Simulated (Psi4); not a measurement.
Calculation: SAPT0/jun-cc-pVDZ, frozen core (Psi4).

Psi4 input:

```
molecule {
0 1
H 0.37192002 -0.00000000 -0.00000000
H -0.37192002 0.00000000 0.00000000
--
0 1
C 2.92264597 -0.99284105 1.52623284
Al 2.81873672 0.01955702 -0.15637677
C 2.82453298 1.98571147 -0.12301558
C 2.71136079 -0.93403228 -1.87275716
H 3.80474941 -1.65933149 1.53144154
H 2.98021530 -0.35726042 2.42500198
H 2.04571364 -1.65613749 1.64188918
H 1.98388074 2.37248044 0.48196475
H 2.75675290 2.44776455 -1.12149945
H 3.74217462 2.36868587 0.36037608
H 1.80434465 -0.63981976 -2.43216119
H 3.56422055 -0.66796210 -2.52418601
H 2.69990541 -2.03166290 -1.77208352
units angstrom
symmetry c1
no_reorient
no_com
}
set basis jun-cc-pvdz
set scf_type df
set freeze_core true
energy('sapt0')
```

Part of the output:

```
    SAPT Results
  --------------------------------------------------------------------------------------------------------
    Electrostatics                  1.28095909 [mEh]       0.80381397 [kcal/mol]       3.36315763 [kJ/mol]
      Elst10,r                      1.28095909 [mEh]       0.80381397 [kcal/mol]       3.36315763 [kJ/mol]

    Exchange                        5.40125155 [mEh]       3.38933652 [kcal/mol]      14.18098399 [kJ/mol]
      Exch10                        5.40125155 [mEh]       3.38933652 [kcal/mol]      14.18098399 [kJ/mol]
      Exch10(S^2)                   5.36606844 [mEh]       3.36725878 [kcal/mol]      14.08861074 [kJ/mol]

    Induction                      -2.03063780 [mEh]      -1.27424446 [kcal/mol]      -5.33143882 [kJ/mol]
      Ind20,r                      -3.18665379 [mEh]      -1.99965544 [kcal/mol]      -8.36655837 [kJ/mol]
      Exch-Ind20,r                  1.74082557 [mEh]       1.09238453 [kcal/mol]       4.57053689 [kJ/mol]
      delta HF,r (2)               -0.58480958 [mEh]      -0.36697355 [kcal/mol]      -1.53541734 [kJ/mol]

    Dispersion                     -2.36393458 [mEh]      -1.48339135 [kcal/mol]      -6.20650939 [kJ/mol]
      Disp20                       -2.60821541 [mEh]      -1.63667988 [kcal/mol]      -6.84786861 [kJ/mol]
      Exch-Disp20                   0.24428083 [mEh]       0.15328853 [kcal/mol]       0.64135922 [kJ/mol]
      Disp20 (SS)                  -1.30410770 [mEh]      -0.81833994 [kcal/mol]      -3.42393431 [kJ/mol]
      Disp20 (OS)                  -1.30410770 [mEh]      -0.81833994 [kcal/mol]      -3.42393431 [kJ/mol]
      Exch-Disp20 (SS)              0.14628450 [mEh]       0.09179491 [kcal/mol]       0.38406990 [kJ/mol]
      Exch-Disp20 (OS)              0.09799633 [mEh]       0.06149362 [kcal/mol]       0.25728932 [kJ/mol]

  Total HF                          4.65157284 [mEh]       2.91890602 [kcal/mol]      12.21270281 [kJ/mol]
  Total SAPT0                       2.28763826 [mEh]       1.43551468 [kcal/mol]       6.00619342 [kJ/mol]
```
